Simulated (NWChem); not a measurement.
Species: SiHO2 cation; SMILES O=[Si]=[OH+]

All runs: NWChem. All runs use the structure optimised with PBE0/def2-SVP. Level M06-2X/def2-SVP: energy and gradient on several grids; changes count from the extra-fine grid, which is no exact limit either.

```json
[
 {"grid": "xcoarse", "size of the energy change (μHa)": "4000", "largest change of a gradient component (μHa/bohr)": "4000"},
 {"grid": "coarse", "size of the energy change (μHa)": "900", "largest change of a gradient component (μHa/bohr)": "700"},
 {"grid": "medium", "size of the energy change (μHa)": "80", "largest change of a gradient component (μHa/bohr)": "100"},
 {"grid": "fine", "size of the energy change (μHa)": "< 10", "largest change of a gradient component (μHa/bohr)": "< 30"},
 {"grid": "xfine", "size of the energy change (μHa)": "< 10", "largest change of a gradient component (μHa/bohr)": "< 30"}
]
```
